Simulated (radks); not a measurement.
Task: Radial electron density D(r) = 4 pi r^2 rho(r) of an atom or ion with 11 electrons. All-electron calculation, Dirac Kohn-Sham, Slater X-alpha with alpha = 0.829, spin-unpolarised, spherical densities, finite nucleus; Fermi nuclear charge, rms radius of each element as measured or else 0.836 A^(1/3) + 0.57 fm. Program: a radial shooting solver on a logarithmic mesh with Libxc functionals.

r (bohr)  D(r) (e/bohr)
0.01073           2.356
0.01353           3.436
0.01706           4.903
0.02151           6.808
0.02713           9.132
0.03421           11.73
0.04315           14.29
0.05441           16.29
0.06862           17.15
0.08724           16.43
0.11              14.41
0.1387            12.10
0.175             10.98
0.2207            11.92
0.2783            14.27
0.3509            15.96
0.4426            14.99
0.5582            11.19
0.7096            6.276
0.8948            2.848
1.128             1.362
1.423            0.9301
1.795            0.6210
2.263            0.2735
2.854           0.06716
3.6            0.008105
4.54          0.0004137

What is the nuclear charge?

Result: Z = 15. The innermost maximum, from 1s, lies near gamma/Z bohr with gamma = sqrt(1 - (Z/c)^2) = 0.994, here 0.0663 bohr (found: 0.0697), and its height grows with Z. The density is that of the phosphorus ion P4+ in [Ne] 3s1; the configuration itself is not fixed sharply by these data, and Z only to about a unit. D(r) has 2 maxima, at r = 0.0697, 0.368 bohr, and minima at 0.178 bohr, inside which lie 2.20 electrons.
